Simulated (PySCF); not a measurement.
## How methods differ on the ionisation energy of Ne²⁺

Ne²⁺ [He] 2s2 2p4 (3P) → Ne³⁺ [He] 2s2 2p3 (4S), as a difference of total energies. All numbers are calculated (PySCF 2.14, no relativity, point nucleus, in aug-cc-pwCVTZ (7s6p4d2f, 59 functions)). Correlated levels: valence and next inner shell: nothing frozen. The calculations carry no spin-orbit coupling.

Problem. Order these methods by the ionisation energy they give, lowest first.
A. MP2 (valence and next inner shell)
B. UHF
C. CCSD(T) (valence and next inner shell)
D. SCS-MP2 (valence and next inner shell)

Solution. B (61.803 eV), A (63.072 eV), C (63.122 eV), D (63.171 eV).

A first-order spin-orbit estimate (lowest level to lowest level, LS coupling) adds 0.037 eV.

Errors of the correlated levels include the incompleteness of this basis.

For comparison: 63.423 eV (measured; NIST Atomic Spectra Database, ionization energies).
